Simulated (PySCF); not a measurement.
CH10ClNSi3, SMILES C[Si@](N)(Cl)[SiH2][SiH3].

The structure is a stationary point at B3LYP-D3(BJ)/def2-SVP. The structure was generated by enumeration; whether it is a known compound was not checked. One conformer was computed; it need not be the lowest.

These are PBE/def2-TZVP (PySCF) values and carry that method's errors.

The molecule is in vacuum.

Question: Estimate the frontier levels, gap, dipole moment. (An estimate is asked for; the answer gives what the named calculation found.)

Answer: 
- highest occupied level = -6.43 eV
- lowest empty level = -0.98 eV
- orbital gap = 5.45 eV
- dipole moment = 1.80 D
- quadrupole, principal values (traceless, Buckingham form, about the centre of nuclear charge) = -12.40, 4.44, 7.96 D·Å
